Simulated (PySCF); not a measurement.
# Where the electron goes

Hg(SiH3)2 (singlet state).
Structure used (PBE0-D3(BJ)/def2-SVP), in Å, numbered top down from 1:
```xyz
9
H6HgSi2 angstrom
Hg     0.003   -0.001    0.000
Si     0.000   -0.019    2.508
H      0.910   -1.084    3.041
H     -1.375   -0.281    3.042
H      0.463    1.296    3.056
Si     0.001    0.019   -2.508
H      1.346    0.402   -3.047
H     -1.001    1.000   -3.036
H     -0.347   -1.332   -3.056
```

Method: TDDFT CAM-B3LYP/def2-SVPD, vertical, gas phase, core orbitals frozen in the response, def2 core potentials past Kr in PySCF 2.14.0, density-fitted response routines. Spin–orbit coupling is left out.

Frontier orbitals with the atoms that hold most of them (Löwdin shares over 4%, at most four atoms; ? is withheld):

| orbital | ε (eV) | atoms |
| --- | --- | --- |
| LUMO+2 | 0.51 | Si6 27%, Si2 27%, Hg1 18%, H7 5% |
| LUMO+1 | -0.32 | Hg1 58%, Si2 16%, Si6 16% |
| LUMO | -0.32 | Hg1 58%, Si6 16%, Si2 16% |
| HOMO | -7.79 | ? |
| HOMO-1 | -10.93 | Si6 22%, Si2 22%, H3 16%, H8 15% |
| HOMO-2 | -10.93 | Si2 22%, Si6 22%, H7 16%, H4 16% |
| HOMO-3 | -11.03 | Hg1 48%, Si2 19%, Si6 19% |

Give the leading atoms of the HOMO.

Hg1 (bonded to 2 Si) 27%; Si2 (bonded to Hg and 3 H) 26%; Si6 (bonded to Hg and 3 H) 26%. By element: silicon 51%, mercury 27%.

Within 0.005 eV of a neighbour in this list lie HOMO-2/HOMO-1 and LUMO/LUMO+1.

The HOMO–LUMO gap is 7.47 eV. Where does the response calculation put the lowest singlet, and from which orbitals?

S1 is at 4.35 eV (f = 0.0000), 3.12 eV below the gap, made of HOMO→LUMO/LUMO+1 (99%). S1/S2 lie within about 0.01 eV of each other. 

For S1 the Löwdin share of mercury is 27% in HOMO and 58% in LUMO.

Next come S2 at 4.35 eV (f 0.0000), HOMO→LUMO/LUMO+1 (99%); S3 at 6.04 eV (f 0.938), HOMO→LUMO+2 (94%); S4 at 6.88 eV (f 0.0000), HOMO→LUMO+3 (94%); S5 at 6.99 eV (f 0.023), HOMO→LUMO+5 (92%).

Orbitals of the list HOMO-3 to LUMO+2 that lie within 0.01 eV of each other are written together with a slash and their weights summed (≥ marks a lower bound); for degenerate orbitals outside that list single weights are arbitrary.

The run took 29 s of wall time on Arm Neoverse V1, one thread, shared host.
